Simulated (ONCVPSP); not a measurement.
**Building the ONCV potential for osmium (Os) (Wu-Cohen, fully relativistic).**

Os (Z = 76), optimised norm-conserving Vanderbilt (ONCV), made with ONCVPSP 4.0.1 (Wu-Cohen, fully relativistic). Core [Kr] 4d10 4f14, reference 5s2 5p6 5d6 6s1 (charge +1). Waves: 5s+6s: rc 1.70 bohr, ncon 4, nbas 7, qcut 7.9 1/bohr, 2 projectors; 5p: rc 1.50 bohr, ncon 4, nbas 7, qcut 7.7 1/bohr, 3 projectors, debl 3.2 Ha; 5d: rc 2.10 bohr, ncon 4, nbas 7, qcut 7.5 1/bohr, 2 projectors, debl 2.7 Ha; f scattering state at 0.3 Ha: rc 1.70 bohr, ncon 4, nbas 8, qcut 6.6 1/bohr, 2 projectors, debl 0.7 Ha. Local part: polynomial inside 1.25 bohr (lpopt 4, dvloc0 -1 Ha). Core correction: polynomial model core, fcfact 0.3.

Open shells are filled in proportion to 2j + 1.

All-electron outer shells of the reference configuration (Wu-Cohen, scalar-relativistic, ld1.x):

```
shell  level (eV)  outermost node (bohr)  outermost maximum (bohr)
   5s      -99.67                   0.51                      0.91
   4f      -60.07                      –                      0.40
   5p      -58.95                   0.55                      1.03
   5d      -14.19                   0.60                      1.36
   6s      -13.20                   1.20                      2.39
```

(1) Estimate the cutoffs (Ha) at which the residual kinetic energy of the hardest occupied pseudo-wave falls to 1 and 0.1 mHa per electron.

(2) What does a ghost test show?

(3) Which valence shell sets the plane-wave cutoff?

(4) Tests: 5s2 5p6 5d6 6s2; 5s2 5p6 5d6 6s0; 5s2 5p6 5d5 6s0; 5s2 5p6 5d6 6s1 6p1. Which has the largest error in its energy relative to the reference configuration, and how large is it?

Results:

(1) 24 Ha and 30 Ha.

(2) Ghosts flagged at negative energy: f7/2 at -504.1 eV, f5/2 at -718.3 eV; GHOST(+) flags only above 600 eV. A true bound ghost makes a file unfit for plane-wave use.

(3) 5p: 24 Ha for 1 mHa per electron, against 21 Ha for 5s.

(4) 5s2 5p6 5d5 6s0, with -6.2 meV (all-electron minus pseudo) on +45.83 eV.
